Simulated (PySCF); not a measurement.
## Dipole response of Al⁺ (aluminium, charge +1)

[Ne] 3s2, closed-shell 1S. Calculation: PySCF 2.14, in aug-cc-pV(D+d)Z (5s4p3d, 32 functions); the non-relativistic Hamiltonian (point nucleus). Coupled (time-dependent) response in atomic units; α is the mean over directions.

```
 method  mean α (bohr³)  C₆ (like pair)  S(−4)
    UHF           26.36           139.6  375.9
    PBE           24.17           121.8  321.7
   PBE0           24.68           125.9  334.2
wB97X-V           25.23           130.2  348.5
r2SCANh           25.05           132.9  322.5
```

S(−4) is the Cauchy moment in α(ω) = α(0) + S(−4) ω² + …

α(iu) at UHF:

```json
{"u (hartree)": "0", "α(iu) (bohr³)": "26.36"}
{"u (hartree)": "0.0500", "α(iu) (bohr³)": "25.45"}
{"u (hartree)": "0.100", "α(iu) (bohr³)": "23.07"}
{"u (hartree)": "0.200", "α(iu) (bohr³)": "16.82"}
{"u (hartree)": "0.300", "α(iu) (bohr³)": "11.62"}
{"u (hartree)": "0.500", "α(iu) (bohr³)": "5.917"}
{"u (hartree)": "0.750", "α(iu) (bohr³)": "3.098"}
{"u (hartree)": "1.00", "α(iu) (bohr³)": "1.913"}
{"u (hartree)": "1.50", "α(iu) (bohr³)": "0.9813"}
{"u (hartree)": "2.00", "α(iu) (bohr³)": "0.6280"}
{"u (hartree)": "3.00", "α(iu) (bohr³)": "0.3498"}
{"u (hartree)": "5.00", "α(iu) (bohr³)": "0.1700"}
```

A single London oscillator, α(iu) = α/(1 + u²/ω²), gives C₆ = (3/4) ω α². Matching the computed C₆ needs ω = 4 × 139.6 / (3 × 26.36²) = 0.268 hartree.

For an ion, C₆ is the dispersion term alone; charge-induced terms of lower order in 1/R come first.
